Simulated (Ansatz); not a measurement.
Two isomers of C2H4OSi: A = `OC#C[SiH3]`, B = `C#CO[SiH3]`.

Program: Ansatz. Geometries: PBE0-D4/def2-TZVP. ΔE: electronic, gas phase. CCSD(T)/CBS is the MP2 limit (def2-TZVPP, def2-QZVPP) plus CCSD(T) − MP2 in def2-TZVPP, frozen cores. Functionals use def2-TZVPP. One conformer a species, not always the lowest.

A:

```xyz
8

O     2.115    0.341    1.768
C     1.131    0.177    0.941
C     0.245   -0.037    0.147
Si   -1.086   -0.344   -1.037
H     1.988    1.142    2.291
H    -1.786   -1.614   -0.715
H    -2.065    0.772   -0.979
H    -0.541   -0.436   -2.416
```

B:

```xyz
8

C    -0.718   -1.563    1.502
C    -0.159   -0.589    1.084
O     0.450    0.466    0.654
Si    0.410    0.926   -0.963
H    -1.210   -2.425    1.882
H     1.223    2.159   -1.007
H    -0.994    1.178   -1.361
H     0.998   -0.152   -1.790
```

Problem. Which isomer does CCSD(T)/CBS put lower? Give the gap. (Estimate.)

Solution. The calculation gave: B, by 10.9 kcal/mol.

Problem. Give E(B) − E(A) in kcal/mol with LDA (SPW92), PBE-D4, ωB97M-V, HF/def2-TZVPP, CCSD(T)/def2-TZVPP, MP2/def2-TZVPP, r2SCAN-D4. (Best estimate.)

Solution. Ansatz gave: LDA (SPW92) -7.9, PBE-D4 -7.6, ωB97M-V -10.6, HF/def2-TZVPP -13.2, CCSD(T)/def2-TZVPP -10.7, MP2/def2-TZVPP -10.9, r2SCAN-D4 -9.1. None reverses the order clearly.

Problem. Does the order hold for the free energy at 298.15 K (harmonic terms from PBE0-D4)? (Estimate.)

Solution. The calculation gave: Yes: G(B) − G(A) = -10.1 kcal/mol, for one conformer each. Modes under 60 cm⁻¹, often nearly free rotors, make the harmonic entropy too high.

Largest T1 diagnostic: 0.013.

From PBE to PBE0 (25 % exact exchange), in def2-TZVPP and without D4, E(B) − E(A) moves by −0.9 kcal/mol. Leaving LDA and LC-ωPBE aside and taking each functional with its dispersion term where it has one, the values, not all of them listed here, spread over 4.5 kcal/mol, from BHLYP-D4 to PBE-D4.
